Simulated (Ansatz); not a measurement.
Clusters of 5 atoms, capped: PBE0-D4/def2-SVP single points in Ansatz on relaxed structures, gas phase. Each cluster is the lowest isomer that a short search found in that spin, judged at the geometry's level, and lower ones may exist. Core potentials for Pd, Sn, no spin–orbit coupling. HOMO and LUMO are taken over both spins. Binding counts from free atoms in the multiplicity of their measured ground term, without zero-point energy. Singlets are spin-restricted. A dash marks a value that wasn't run or was left out as unsound. The structures are stationary points that may keep the symmetry of their start. Remarks come from the PBE and PBE0 runs and from stability tests at other levels; not every state was tested. HOMO above LUMO (over both spins in singlets and doublets, within one spin in higher multiplets; at PBE or PBE0), or a gap under 0.15 eV within one spin, warns that the state may not be the lowest or that an electron is smeared out.

```tsv
species	atoms	state	geometry	HOMO (eV)	LUMO (eV)	gap (eV)	binding per atom (eV)	point group (within 0.1 Å)	remarks
Pd2H3	5	doublet	PBE0-D4/def2-TZVP	-5.77	-3.64	2.12	1.86	Cs	near-degenerate levels, gap within one spin near zero
Al3H2	5	doublet	B3LYP-D4/def2-TZVP	-5.42	-3.26	2.16	1.93	C2v	–
Li2H3	5	doublet	PBE0-D4/def2-TZVP	-2.98	-1.05	1.93	1.60	–	–
Ga2Cl3	5	doublet	r2SCAN-D4/def2-SVP	-6.39	-3.88	2.51	2.58	–	–
Sn3F2	5	singlet	PBE-D4/def2-SVP	-4.95	-2.38	2.57	2.84	Cs	restricted SCF unstable in HF
Ge2H3	5	doublet	r2SCAN-D4/def2-TZVP	-6.27	-3.63	2.65	2.23	Cs	–
C2H3⁺	5	singlet	PBE0-D4/def2-TZVP	-17.01	-11.14	5.87	–	C2v	–
B3F2	5	doublet	PBE-D4/def2-SVP	-5.74	-3.44	2.30	4.51	D∞h	–
Ga3H2	5	doublet	r2SCAN-D4/def2-SVP	-5.36	-3.20	2.15	1.77	C2v	–
```

The gap (eV) runs from 1.93 (Li2H3) to 5.87 (C2H3⁺).
